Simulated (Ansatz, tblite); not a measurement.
Forces on the cluster Sn5Au at its PBE-D4/def2-SVP geometry. The state is a doublet with charge 0.

In the def2 sets Au, Sn take a core potential; there is no spin–orbit coupling. The xTB rows come from tblite. HSE06 is defined as in plane-wave codes, on full-range PBE exchange. The structure comes from a short search, and lower isomers may exist.

GFN1-xTB (tblite), largest force 1.94 eV/Å:

```xyz
6
positions Å, forces eV/Å
Au   -0.177   -1.974    1.028    0.134    0.633   -0.448
Sn    0.527    1.569   -1.409   -0.235   -0.841    0.682
Sn   -1.092    1.847    0.966    0.348   -0.615   -0.296
Sn    1.202   -1.181   -1.391   -1.008    0.820    1.234
Sn    1.362    0.268    1.441   -1.105   -0.370   -1.555
Sn   -1.822   -0.528   -0.635    1.867    0.373    0.383
```

GFN2-xTB (tblite), largest force 0.71 eV/Å:

```
Au 0.027 -0.213 0.040
Sn -0.208 -0.467 0.498
Sn 0.318 -0.224 -0.400
Sn -0.273 0.477 0.236
Sn -0.312 0.120 -0.434
Sn 0.448 0.309 0.061
```

HSE06-D4/def2-TZVP (Ansatz), largest force 0.50 eV/Å:

```
Au 0.072 0.392 -0.262
Sn -0.102 -0.272 0.260
Sn 0.227 -0.288 -0.237
Sn -0.275 0.258 0.324
Sn -0.357 -0.143 -0.300
Sn 0.434 0.054 0.215
```
